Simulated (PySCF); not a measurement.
Molecule: `InChI=1S/C4H5BF2/c6-5(7)3-4-1-2-4/h1H,2-3H2`.

Mapped SMILES: `[F:1][B:2]([F:3])[CH2:4][C:5]1=[CH:6][CH2:7]1`; H(Xn) means a hydrogen on atom n.

Spin–spin couplings on one PBE0-D3(BJ)/def2-SVP geometry, PySCF 2.14.0 with density-fitted response routines, gas phase, non-relativistic, equivalent pairs averaged (spin–dipole term only in couplings to heteroatoms); isotopes ¹⁹F, ¹¹B, ¹³C, ¹H; functional B3LYP.

How do the couplings (Hz) change with the basis set? Times are CPU seconds on 1 thread of an Arm Neoverse V1, shared host. Far from the basis limit: pcJ-0, 6-31G*, def2-TZVP, cc-pVTZ.

Results:


| basis set | functions | ¹J(F1,B2) | ¹J(C6,H(C6)) | ¹J(C7,H(C7)) | ¹J(C4,H(C4)) | ¹J(B2,C4) | ¹J(C5,C6) | ¹J(C4,C5) | core-s |
| --- | --- | --- | --- | --- | --- | --- | --- | --- | --- |
| pcJ-0 | 106 | -254.4 | 221.0 | 152.3 | 115.7 | 61.3 | 44.4 | 38.4 | 14 |
| 6-31G* | 108 | -47.8 | 217.6 | 174.0 | 148.1 | 83.0 | 71.0 | 59.5 | 15 |
| def2-TZVP | 247 | -141.5 | 228.6 | 165.9 | 126.3 | 81.6 | 65.5 | 51.9 | 55 |
| cc-pVTZ | 280 | -165.0 | 225.6 | 157.1 | 115.2 | 71.7 | 97.7 | 45.8 | 64 |

The Fermi-contact term samples the wavefunction at the nucleus, which is why sets with added tight s functions (names with J) are made for couplings.
